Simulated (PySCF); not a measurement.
# Correlation energy of Be (beryllium, neutral)

[He] 2s1 3s1, high-spin 3S determinant (an excited configuration). Computed with PySCF 2.14 in aug-cc-pCVDZ (5s4p2d, 27 functions), with the non-relativistic Hamiltonian (point nucleus). Frozen: 1s2; 2 electrons correlated.

With two correlated electrons CCSD is exact within the correlated space (frozen core and kept virtual orbitals).

| level | correlation energy (mhartree) |
| --- | --- |
| CCSD | -4.55 |

Diagnostics: T1 = 0.012, D1 = 0.0234, largest double amplitude 0.058.

The outer electron is Rydberg-like, and this basis confines it to a smaller radius and binds it less than a complete one would.

Cost of the coupled-cluster step: of the order of 0.07 core-seconds, for 2 correlated electrons.

Iterations:

```
CC2 = 0
CCSD nocc = (np.int64(2), np.int64(0)), nmo = (26, 26)
frozen orbitals [[0], [0]]
max_cycle = 100
direct = 0
conv_tol = 1e-08
conv_tol_normt = 1e-06
diis_space = 8
diis_start_cycle = 0
Init t2, MP2 energy = -0.00177927507795461
Init E_corr(UCCSD) = -0.00177927508015211
cycle = 1  E_corr(UCCSD) = -0.00278664523277412  dE = -0.00100737015  norm(t1,t2) = 0.0309366
cycle = 2  E_corr(UCCSD) = -0.00340405276390989  dE = -0.000617407531  norm(t1,t2) = 0.0203157
cycle = 3  E_corr(UCCSD) = -0.00455072415676847  dE = -0.00114667139  norm(t1,t2) = 0.0134877
cycle = 4  E_corr(UCCSD) = -0.00453907610052469  dE = 1.16480562e-05  norm(t1,t2) = 0.00120919
cycle = 5  E_corr(UCCSD) = -0.00455279635366546  dE = -1.37202531e-05  norm(t1,t2) = 0.000525437
cycle = 6  E_corr(UCCSD) = -0.00454396836827628  dE = 8.82798539e-06  norm(t1,t2) = 8.93554e-05
cycle = 7  E_corr(UCCSD) = -0.0045458426404184  dE = -1.87427214e-06  norm(t1,t2) = 2.40355e-05
cycle = 8  E_corr(UCCSD) = -0.00454586208107541  dE = -1.9440657e-08  norm(t1,t2) = 3.42625e-07
cycle = 9  E_corr(UCCSD) = -0.0045458596132379  dE = 2.46783751e-09  norm(t1,t2) = 7.34935e-08
UCCSD converged
E(UCCSD) = -14.38007223768832  E_corr = -0.004545859613237899
```
